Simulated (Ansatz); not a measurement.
Basis sets compared for ZrGe₁₀. Total charge 0; singlet. Geometry r2SCAN-D4/def2-SVP. Ansatz on 2 threads of AMD EPYC 7R13 on a shared host and a share (18 GiB) of an NVIDIA H100 80GB HBM3; times are rough, and most runs start from earlier orbitals.

```xyz
11

Zr   -0.165    1.064   -0.548
Ge    2.006    0.020   -1.851
Ge   -2.451   -0.797    0.456
Ge    0.235   -1.919   -0.544
Ge   -1.948    1.365    1.533
Ge    0.337    1.411    2.485
Ge    2.030   -0.431    0.795
Ge   -0.289   -1.088    1.856
Ge    1.994    2.087    0.778
Ge   -1.914   -0.504   -1.938
Ge    0.165   -1.208   -3.023
```

In the def2 sets Zr takes a core potential; there is no spin–orbit coupling. Single mean-field runs in def2-TZVP are fitted with def2-universal-jkfit. The restricted singlet is unstable towards broken spin symmetry in Hartree–Fock (as tested in another run); at PBE-D4/def2-SVP, PBE-D4/def2-TZVP, PBE0-D4/def2-SVP, PBE0-D4/def2-TZVP this wasn't settled. No other spin state of charge 0 was run. The structure comes from a short search, and lower isomers may exist.

Binding counts from free atoms (Zr triplet, Ge triplet) in the same basis, without a counterpoise term.

| level | functions | energy (Eh) | HOMO (eV) | LUMO (eV) | binding per atom (eV) | wall time |
| --- | --- | --- | --- | --- | --- | --- |
| PBE-D4/def2-SVP | 351 | -20811.7527 | -5.18 | -3.94 | – | 6.5 s |
| PBE0-D4/def2-SVP | 351 | -20812.1959 | -5.95 | -3.58 | 3.40 | 8.5 s |

(1) Estimate the rows for PBE-D4/def2-TZVP (with forces), PBE0-D4/def2-TZVP.

Answers

(1) 
```csv
level,functions,energy (Eh),HOMO (eV),LUMO (eV),binding per atom (eV),wall time
PBE-D4/def2-TZVP (with forces),520,-20814.3830,-5.11,-3.89,–,6.5 s
PBE0-D4/def2-TZVP,520,-20814.8241,-5.85,-3.50,3.44,9 s
```
